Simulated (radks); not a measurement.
Spin polarisation of the 4d9 shell in Ag2+. Start: [Kr] 4d(up 4.5, down 4.5); electrons of 4d are moved from spin down to spin up, other shells keep equal spins. Method: scalar-relativistic Kohn-Sham, PBE, spin-polarised, spherical densities, finite nucleus; Fermi nuclear charge, rms radius of each element as measured or else 0.836 A^(1/3) + 0.57 fm; computed with a radial shooting solver on a logarithmic mesh with Libxc functionals.

moment (Bohr magnetons) = 0: E - E(0) (eV) 0.000; e(4d up) (eV) -28.891; e(4d down) (eV) -28.891; 4p down minus up (eV) 0.000; 4s down minus up (eV) 0.000
moment (Bohr magnetons) = 0.25: E - E(0) (eV) -0.011; e(4d up) (eV) -28.982; e(4d down) (eV) -28.799; 4p down minus up (eV) 0.192; 4s down minus up (eV) 0.186
moment (Bohr magnetons) = 0.5: E - E(0) (eV) -0.046; e(4d up) (eV) -29.071; e(4d down) (eV) -28.704; 4p down minus up (eV) 0.384; 4s down minus up (eV) 0.373
moment (Bohr magnetons) = 0.75: E - E(0) (eV) -0.103; e(4d up) (eV) -29.158; e(4d down) (eV) -28.607; 4p down minus up (eV) 0.576; 4s down minus up (eV) 0.559
moment (Bohr magnetons) = 1: E - E(0) (eV) -0.184; e(4d up) (eV) -29.243; e(4d down) (eV) -28.508; 4p down minus up (eV) 0.768; 4s down minus up (eV) 0.745

At moment 1 the spin-polarisation energy is -0.184 eV and the 4d exchange splitting 0.735 eV, that is 0.735 eV per Bohr magneton; E = -I m^2/4 would give I = 0.735 eV.
